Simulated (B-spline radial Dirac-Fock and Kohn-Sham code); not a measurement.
Total and shell-resolved photoionisation of Nb⁵⁺

System: Nb⁵⁺, [Ar] 3d10 4s2 4p6.

Input file task.json (cfg lists n, l and occupation; rrms is the nuclear radius in fm):

```json
{"items": [{
  "Z": 41,
  "q": 5,
  "cfg": [[1, 0, 2], [2, 0, 2], [2, 1, 6], [3, 0, 2], [3, 1, 6], [3, 2, 10], [4, 0, 2], [4, 1, 6]],
  "A": 93,
  "rrms": 4.324,
  "do": ["binding", "quiet", "photo", "scan"],
  "hv": [21.22, 40.81, 59.1, 70.8, 268.0, 323.0, 1000, 1690.0, 2430.0, 6000, 12000, 15000, 19200.0, 30000, 31100.0, 40000]
}]}
```

Launch: `python xray_run.py task.json out`

Model: a relativistic central-field model (Hartree-Slater potential of the initial state, Latter tail, multipole expansion of the photon field, Dirac-Fock thresholds). Program: a radial finite-basis atomic code.

Computed thresholds (eV): K 19061.1, L1 2780.1, L2 2542.3, L3 2448.1, M1 546.7, M2 456.6, M3 440.8, M4 281.9, M5 279.2, N1 132.6, N2 103.3, N3 100.9.

```csv
photon energy (eV),total (b),K (%),L (%),M (%),N (%)
268,377900,–,–,–,100.0
323,4.524e+06,–,–,93.5,6.5
1000,718900,–,–,92.9,7.1
1690,209700,–,–,91.0,9.0
2430,85450,–,–,89.8,10.2
6000,48890,–,83.3,14.6,2.1
12000,7326,–,83.2,14.5,2.3
15000,3915,–,83.1,14.5,2.4
19200,13180,85.2,12.3,2.2,0.4
30000,4031,86.5,11.2,2.0,0.3
31100,3654,86.6,11.1,2.0,0.3
40000,1823,87.0,10.7,1.9,0.3
```

Question: With what power of the photon energy does the total fall between 31100 and 40000 eV?

Answer: As E^-2.76. The non-relativistic Born limit for an s electron far above threshold is E^-3.5; near threshold and at relativistic energies the fall is slower.
